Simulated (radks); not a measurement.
Results of a calculation; reference values are marked as such.
Species: a nucleus of charge 29.4 with 28 electrons. Configuration: [Ar] 3d10.

Level of theory: scalar-relativistic Kohn-Sham, LDA (Slater exchange, Perdew-Wang correlation), spin-polarised, spherical densities, point nucleus (a radial shooting solver on a logarithmic mesh with Libxc functionals).

Energy parts (hartree):
part                       energy
total                 -1707.30555
kinetic                1732.71498
electron-nucleus      -4101.74991
Hartree                 727.90185
exchange-correlation    -66.17246

Orbitals (lengths in bohr, moments of r in powers of bohr; <r^-3> diverges for s and p1/2; r(90%) holds 90 % of the orbital's charge):
orbital,occ.,eigenvalue (hartree),r(90%),<1/r>,<r^-3>,<r^4>
1s,2,-334.8924,0.0919,29.54,-,0.00003263
2s,2,-40.82456,0.359,6.419,-,0.007000
2p,6,-35.40802,0.332,6.306,739.6,0.005192
3s,2,-4.88421,1.05,2.030,-,0.5321
3p,6,-3.29053,1.14,1.877,94.82,0.7386
3d,10,-0.74675,1.69,1.444,8.412,4.316

The highest occupied level is 3d at -20.320 eV. Summed over all electrons, <r^2> = 17.68 bohr^2, which gives a Langevin (diamagnetic) susceptibility term of -14 x 10^-6 cm^3/mol. The density falls to 0.001 e/bohr^3 at r = 3.12 bohr.
